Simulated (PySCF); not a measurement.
Cr(O)(OH)4 (CrH4O5), SMILES [O]=[Cr]([OH])([OH])([OH])[OH], multiplicity 1. The structure is a stationary point at B3LYP-D3(BJ)/def2-SVP. The spin state was assumed, not searched. One conformer was computed; it need not be the lowest.

Computed equilibrium geometry at B3LYP-D3(BJ)/def2-SVP (PySCF confirms it by a frequency run) as Cartesian coordinates in Å, and its point group (one conformer of several):
point group Cs.
```xyz
10

Cr    -0.0999     0.1247     0.0000
O     -0.3308     1.6583     0.0000
O      0.6073    -1.6031     0.0000
H      1.5751    -1.6416     0.0000
O     -0.9574    -0.2850    -1.4615
H     -0.7126    -1.2098    -1.6507
O      1.6898     0.4695     0.0000
H      1.8363     1.4301     0.0000
O     -0.9574    -0.2850     1.4615
H     -0.7126    -1.2098     1.6507
```
Charge 0, spin multiplicity 1.
